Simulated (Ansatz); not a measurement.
Basis-set series for `BrC1C[SiH2]1`. Total charge 0; spin multiplicity 1. All single points use the PBE0-D4/def2-TZVP geometry.

```xyz
9

Br    1.7900    1.1733    1.3048
C     0.2631    0.8313    0.1906
C     0.3853   -0.2807   -0.8541
Si   -0.8678   -0.6052    0.4733
H    -0.1384    1.7718   -0.1682
H     0.1034   -0.0150   -1.8681
H     1.2980   -0.8669   -0.8104
H    -2.3101   -0.4400    0.1968
H    -0.5236   -1.5687    1.5353
```

| functional | basis | functions | energy (Eh) | HOMO (eV) | LUMO (eV) |
| --- | --- | --- | --- | --- | --- |
| PBE0-D4 | def2-SVP | 103 | -2941.85002 | -6.88 | -0.20 |
| PBE0-D4 | def2-QZVPP | 423 | -2942.41788 | -6.96 | -0.60 |
| ωB97M-V | def2-SVP | 103 | -2942.14735 | -9.00 | 1.86 |
| ωB97M-V | def2-QZVPP | 423 | -2942.71618 | -9.10 | 1.05 |

(1) Give the rows for def2-TZVPP. (Best estimate.)

## Answers

(1) Ansatz gave: 
| functional | basis | functions | energy (Eh) | HOMO (eV) | LUMO (eV) |
| --- | --- | --- | --- | --- | --- |
| PBE0-D4 | def2-TZVPP | 222 | -2942.35099 | -6.95 | -0.51 |
| ωB97M-V | def2-TZVPP | 222 | -2942.65208 | -9.09 | 1.31 |

Positive LUMOs are unbound and depend on the basis. Scalar relativity is left out up to krypton.
